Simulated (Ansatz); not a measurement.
Mulliken charges of `C[S][Sn][Br]` from PBE/def2-TZVPP in Ansatz (PBE0-D4/def2-TZVP geometry).

```tsv
atom	x (Å)	y (Å)	z (Å)	charge (e)
C1	0.314	0.939	-0.044	-0.244
S2	0.166	-0.137	-1.492	-0.294
Sn3	-0.612	-2.330	-0.866	0.538
Br4	-0.848	-2.032	1.647	-0.369
H5	0.050	0.410	0.871	0.125
H6	-0.351	1.792	-0.180	0.122
H7	1.343	1.290	0.018	0.122
```

Q: By hand: the dipole of these point charges (1 e Å = 4.8032 D).

A: Σ q r = (-0.014, -0.265, -0.535) e Å, of length 0.597 e Å = 2.87 D.

Q: How does the dipole of the full density compare? (Best estimate.)

A: Computed: (0.032, 0.014, -0.217) e Å, 1.06 D; the point charges give 2.71 times that, at 31° from its direction.

Point charges leave out the atoms' own dipoles, such as those of lone pairs, and Mulliken's split depends on the basis, so the two needn't agree.
